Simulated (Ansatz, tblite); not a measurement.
Isomers of Rb$_{4}$I$_{3}$ (doublet), found by a short tight-binding search and relaxed with PBE0-D4/def2-SVP in Ansatz.

In the def2 sets I, Rb take a core potential; there is no spin–orbit coupling. The xTB rows come from tblite. LC-ωPBE has ω = 0.4 bohr⁻¹. Correlated methods freeze 12 core orbitals; core or outer-core shells of Rb, I are correlated, in sets that lack core-valence functions.

Other spin states weren't relaxed.

A:

Cartesian coordinates in Å:
```
Rb -0.923 -2.184 2.060
Rb 2.585 -1.370 -1.141
Rb -1.715 0.847 -1.663
Rb 1.294 2.096 1.949
I -0.745 -2.567 -1.469
I 1.636 2.026 -1.588
I -2.131 1.152 1.853
```

B:

Cartesian coordinates in Å:
```
Rb 1.9862 0.3135 4.6256
Rb 2.9642 1.3572 0.2287
Rb -0.3108 -2.2860 -1.4010
Rb -2.0776 1.4691 -0.8359
I -3.6382 -1.4716 -1.6754
I 1.0107 0.8547 -2.6141
I 0.0656 -0.2369 1.6721
```

Task: Estimate which lies lowest at each level, and how far above it the others are (eV).

Result: 
```tsv
level	A	B
GFN1-xTB	0.00	0.86
GFN2-xTB	0.00	0.29
HF/def2-TZVP	0.00	0.39
PBE-D4/def2-SVP	0.00	0.43
PBE-D4/def2-TZVP	0.00	0.42
BLYP-D4/def2-TZVP	0.00	0.36
r2SCAN-D4/def2-TZVP	0.00	0.43
PBE0-D4/def2-SVP	0.00	0.43
PBE0-D4/def2-TZVP	0.00	0.42
LC-ωPBE/def2-TZVP	0.00	0.44
RPA@PBE/def2-TZVP	0.00	0.39
MP2/def2-TZVP	0.00	0.40
```
Point groups (tolerance 0.1 Å): A C3v, B not assigned. Lower isomers may exist.
